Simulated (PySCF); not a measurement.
# From computed data to an observable: chemical shift, span and skew from a shielding tensor

CH7NOSi3, SMILES [Si@@H]1(O)[SiH2]C([SiH3])=N1. Atoms are numbered in the order given.

```xyz
13

O      2.8644     0.4398     0.6011
Si     1.5052    -0.5115     0.4555
N     -0.0387     0.1915     1.0919
C     -0.8399     0.1158     0.0651
Si    -2.6901     0.5385     0.2224
Si     0.2225    -0.3980    -1.4881
H      3.4025     0.3231     1.3972
H      1.7320    -1.8229     1.1285
H     -3.4767    -0.6723    -0.1503
H     -3.0351     0.9682     1.6016
H     -3.0222     1.6156    -0.7533
H     -0.2030    -1.5455    -2.3454
H      0.4705     0.7740    -2.3769
```

Geometry optimised at TPSSh-D3(BJ)/def2-SVP. The structure was generated by enumeration; whether it is a known compound was not checked. The values are those of a single conformer.

GIAO shieldings from PBE/pcSseg-1 (PySCF), non-relativistic, no solvent. The symmetric part of the tensor of Si6 has the principal values 180.7, 370.1, 500.7 ppm. The same nucleus in TMS has σ = 335.4 ppm at this level (PySCF, at its B3LYP-D3(BJ)/def2-TZVP geometry).

### Question
Work out the isotropic shielding, the ²⁹Si shift against TMS, the span and the skew.

### Answer

σ(iso) = (σ11 + σ22 + σ33)/3 = 350.5 ppm. δ = σ(ref) − σ(iso) = 335.4 − (350.5) = -15.1 ppm.
Span Ω = σ33 − σ11 = 320.0 ppm. Skew κ = 3(σ(iso) − σ22)/Ω = -0.18. Tumbling in solution averages the tensor to δ; in a static solid the shielding alone would spread this spin-1/2 line over Ω.
